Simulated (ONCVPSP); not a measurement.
## What one change does to a pseudopotential (phosphorus (P), ONCV)

```json
{"Element": "P", "Generator": "ONCVPSP 4.0.1", "Type": "optimised norm-conserving Vanderbilt (ONCV)", "Functional": "PBE", "Relativity": "scalar-relativistic", "Frozen core": "[Ne]", "Valence charge": "5", "Reference configuration": "3s2 3p3", "Partial waves": "3s: rc 1.70 bohr, ncon 4, nbas 8, qcut 4.6 1/bohr, 2 projectors, debl 2 Ha; 3p: rc 1.55 bohr, ncon 4, nbas 7, qcut 5.8 1/bohr, 2 projectors, debl 2.5 Ha", "Local potential": "polynomial inside 1.35 bohr (lpopt 4, dvloc0 0 Ha)", "Core correction": "none"}
```

All-electron outer shells of the reference configuration (PBE, scalar-relativistic, ld1.x):

```csv
shell,level (eV),outermost node (bohr),outermost maximum (bohr)
2s,-173.99,0.14,0.42
2p,-124.49,–,0.36
3s,-13.97,0.65,1.58
3p,-5.51,0.64,1.83
```

Change: s: qcut 3.2.

Cutoffs: the cutoffs (Ha) at which the residual kinetic energy of the hardest occupied pseudo-wave falls to 1 and 0.1 mHa per electron; they do not see the model core or the augmentation charge, which bear on the density cutoff. Errors are all-electron minus pseudo energies relative to the spin-unpolarised reference configuration.

Q: What does the change do?

A: The potential gets harder (9.4 Ha and 26 Ha → 44 Ha and 59 Ha); of the 4 tests that both files solve, the error grows in 2 and shrinks in 0 by more than 15 % and 0.3 meV (median size 14.9 → 34.5 meV); neither file shows a bound ghost.

| quantity | base | changed |
| --- | --- | --- |
| cutoff, loose | 9.4 Ha | 44 Ha |
| cutoff, tight | 26 Ha | 59 Ha |
| loose cutoff by channel | s 9.4 Ha, p 4.7 Ha | s 44 Ha, p 4.7 Ha |
| bound ghosts | none | none |
| GHOST(+) flags under 300 eV | s at 180.9 eV | s at 180.3 eV |
| error for 3s2 3p2, meV [ΔE 9.73 eV] | -0.6 | +0.5 |
| error for 3s2 3p1, meV [ΔE 28.88 eV] | +2.3 | +11 |
| error for 3s2 3p0, meV [ΔE 58.62 eV] | +27 | +58 |
| error for 3s1 3p0, meV [ΔE 110.62 eV] | +183 | +177 |
| s: phases at 1.73 bohr within 0.05 rad from the reference energy up to (Ha; the scan ends near 5) | 3.9 | 3.9 |
| p: phases at 1.57 bohr within 0.05 rad from the reference energy up to (Ha; the scan ends near 5) | to the end of the scan | to the end of the scan |

Base: The cutoffs count occupied waves only; projector 2 of the p channel, the hardest unoccupied one, needs 40 Ha at the loose tolerance.
